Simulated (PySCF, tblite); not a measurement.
Isomers of C7H9NOSi. Computed with GFN2-xTB (tblite): harmonic, unscaled wavenumbers at the GFN2-xTB geometry, gas phase. This tight-binding method is rough: wavenumbers can miss measured ones by several per cent, in bad cases by 10 to 20. Modes of hydrogen on silicon can be 10 to 20 % off. One conformer each.

Electronic energies: PBE0/pcSseg-1 single points on the GFN2-xTB geometries (PySCF, gas phase).

```
                   SMILES  electronic energy, lowest = 0 (kJ/mol)
N#C[C@@H]([SiH3])Cc1ccco1                                     0.0
 C/C(C=O)=C/C=C/[SiH2]C#N                                    29.6
 C/C(C=O)=C/C=C\[SiH2]C#N                                    32.1
```

Q: How do GFN2-xTB zero-point energies change the relative energies?

A: 
```
                   SMILES  ZPE (kJ/mol)  of it from modes above 1550 cm⁻¹  electronic (kJ/mol)  with ZPE, lowest = 0 (kJ/mol)  lowest mode (cm⁻¹)  rings
N#C[C@@H]([SiH3])Cc1ccco1         358.6                             175.2                  0.0                            0.0                  32      1
 C/C(C=O)=C/C=C/[SiH2]C#N         352.8                             196.0                 29.6                           23.9                  12      0
 C/C(C=O)=C/C=C\[SiH2]C#N         352.9                             196.1                 32.1                           26.5                  27      0
```

The zero-point energies span 5.8 kJ/mol, from `C/C(C=O)=C/C=C/[SiH2]C#N` to `N#C[C@@H]([SiH3])Cc1ccco1`. The order is unchanged.

Q: And how do the electronic energies of GFN2-xTB itself compare?

A: `N#C[C@@H]([SiH3])Cc1ccco1` 0.0; `C/C(C=O)=C/C=C/[SiH2]C#N` 206.3; `C/C(C=O)=C/C=C\[SiH2]C#N` 210.2 kJ/mol, lowest = 0. Against the energies above, taken from the same isomer `N#C[C@@H]([SiH3])Cc1ccco1`, the largest difference is 178.1 kJ/mol.
